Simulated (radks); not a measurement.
Pr IV, configuration [Xe] 4f2. All-electron calculation, Dirac Kohn-Sham, BLYP, spin-unpolarised, spherical densities, finite nucleus; open shells fill j = l - 1/2 first; Fermi nuclear charge, rms radius 4.8919 fm. Program: a radial shooting solver on a logarithmic mesh with Libxc functionals.

Normalised radial functions P(r) = r R(r) (large component), r in bohr:

r,4f7/2
0.002991,0.0000
0.003427,0.0000
0.003926,0.0000
0.004534,0.0000
0.005195,0.0000
0.005999,0.0000
0.006873,0.0000
0.007874,0.0000
0.009094,0.0000
0.01042,0.0000
0.01203,0.0000
0.01379,0.0001
0.01579,0.0001
0.01824,0.0001
0.0209,0.0002
0.02413,0.0004
0.02765,0.0007
0.03168,0.0011
0.03658,0.0018
0.04191,0.0029
0.04841,0.0048
0.05546,0.0075
0.06354,0.0117
0.07338,0.0184
0.08407,0.0279
0.09631,0.0416
0.1112,0.0623
0.1274,0.0896
0.1472,0.1290
0.1686,0.1780
0.1932,0.2401
0.2231,0.3210
0.2556,0.4111
0.2952,0.5183
0.3382,0.6259
0.3875,0.7328
0.4475,0.8364
0.5127,0.9155
0.5921,0.9696
0.6783,0.9869
0.7771,0.9706
0.8975,0.9196
1.028,0.8455
1.188,0.7477
1.361,0.6444
1.559,0.5370
1.8,0.4251
2.062,0.3270
2.382,0.2358
2.729,0.1642
3.126,0.1079
3.611,0.0640
4.137,0.0356
4.777,0.0170
5.473,0.0074

4f7/2 (empty): eigenvalue -29.358 eV, 0 radial nodes, <r> = 1.02 bohr, 90 % of the charge inside 1.74 bohr.
